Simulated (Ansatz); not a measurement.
**GeH6Si2+: structure from calculated spectroscopic constants**

These gas-phase data were calculated for one isomer of GeH6Si2+ at PBE0-D3(BJ)/def2-SVP (harmonic, unscaled wavenumbers; equilibrium rotational constants with average atomic masses):

| Item | Value |
| --- | --- |
| rotational constants | 12.86, 1.25, 1.157 GHz |
| all wavenumbers above 1500 cm⁻¹ | 2325, 2281, 2268, 2221, 2209, 2192 |

Candidates:

(1) the doublet with the links of `[SiH2+][SiH][GeH3]`
(2) the doublet with the links of `[SiH2+][GeH][SiH3]`
(3) the doublet with the links of `[SiH3][SiH+][GeH2]`

Problem. Assign the data to one candidate and say why.

Solution. Candidate (1). 3 modes lie between 1900 and 2250 cm⁻¹, one for each Ge–H bond, while (2) has 1, (3) has 2.

The same quantities for all candidates:

```
     rotational constants (GHz)         wavenumbers above 1500 cm⁻¹  E above the lowest, PBE0-D3(BJ)/def2-SVP (kcal/mol)
(1)          12.86, 1.25, 1.157  2325, 2281, 2268, 2221, 2209, 2192                                                  8.0
(2)         9.321, 1.813, 1.547  2326, 2298, 2287, 2280, 2258, 2186                                                  0.0
(3)         12.54, 1.265, 1.165  2290, 2281, 2272, 2254, 2242, 2205                                                  2.6
```

Harmonic stretches to hydrogen usually lie a few per cent above observed fundamentals. Each candidate is one conformer. Open shells are spin-unrestricted. Programs: Ansatz 0.2.0.
